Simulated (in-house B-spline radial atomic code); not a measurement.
Inner levels of europium as electrons are removed. A shift is the extra binding of the orbital against the neutral atom ([Xe] 4f7 6s2). The density at the nucleus is averaged over the nuclear charge. Computed with a B-spline radial code for spherical atoms: Dirac-Hartree-Fock, average of the configuration, finite nuclei.

| ion | configuration | shift of 1s1/2 (eV) | radius of 1s1/2 (bohr) | Σ<r²> (bohr²) | change of density at nucleus (bohr⁻³) |
| --- | --- | --- | --- | --- | --- |
| Eu54+ | [He] 2s2 2p5 | 4490.15 | 0.022277 | 0.061591 | -13560.2 |
| Eu55+ | [He] 2s2 2p4 | 4881.07 | 0.022261 | 0.052875 | -12894.5 |
| Eu56+ | [He] 2s2 2p3 | 5276.67 | 0.022246 | 0.044415 | -12226.2 |
| Eu57+ | [He] 2s2 2p2 | 5676.95 | 0.022229 | 0.0362 | -11555.5 |
| Eu58+ | [He] 2s2 2p1 | 6081.92 | 0.022213 | 0.028222 | -10882.8 |
| Eu59+ | [He] 2s2 | 6491.56 | 0.022196 | 0.020474 | -10208.3 |
| Eu60+ | [He] 2s1 | 6857.61 | 0.022194 | 0.010813 | -42944.2 |
| Eu61+ | 1s2 | 7226.78 | 0.022183 | 0.0013396 | -76394.4 |
| Eu62+ | 1s1 | 8389.08 | 0.022037 | 0.00066051 | -307076 |
